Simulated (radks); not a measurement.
Ni, configuration [Ar] 3d6 4s2 4p2 (not the ground configuration). Calculated with a radial shooting solver on a logarithmic mesh with Libxc functionals: scalar-relativistic Kohn-Sham, LDA (Slater exchange, Perdew-Wang correlation), spin-unpolarised, spherical densities, finite nucleus; Fermi nuclear charge, rms radius 3.7757 fm.

Unscreened Slater integrals over Kohn-Sham orbitals (hartree).

integral,value
"F0(4p,4p)",0.29323
"F2(4p,4p)",0.14938
"F0(4p,4s)",0.32940
"G1(4p,4s)",0.20717
"F0(4p,3d)",0.38787
"F2(4p,3d)",0.074468
"G1(4p,3d)",0.027555
"G3(4p,3d)",0.023655
"F0(4p,3p)",0.39147
"F2(4p,3p)",0.063665
"G0(4p,3p)",0.014975
"G2(4p,3p)",0.017104
"F0(4s,4s)",0.38389
"F0(4s,3d)",0.49034
"G2(4s,3d)",0.049608
"F0(4s,3p)",0.49704
"G1(4s,3p)",0.030637
"F0(3d,3d)",1.0612
"F2(3d,3d)",0.49577
"F4(3d,3d)",0.30940
"F0(3d,3p)",1.1164
"F2(3d,3p)",0.53053
"G1(3d,3p)",0.65277
"G3(3d,3p)",0.39854
"F0(3p,3p)",1.1862
"F2(3p,3p)",0.59325

Derived for the open shells (J is the average intra-shell exchange parameter used in DFT+U). 3d: Racah B = F2/49 - 5 F4/441 = 0.006610 hartree, C = 35 F4/441 = 0.02456 hartree, C/B = 3.72, F4/F2 = 0.624, J = (F2 + F4)/14 = 0.05751 hartree. 4p: J = F2/5 = 0.02988 hartree; in LS coupling 1D lies 6 F2/25 = 0.03585 hartree above 3P.
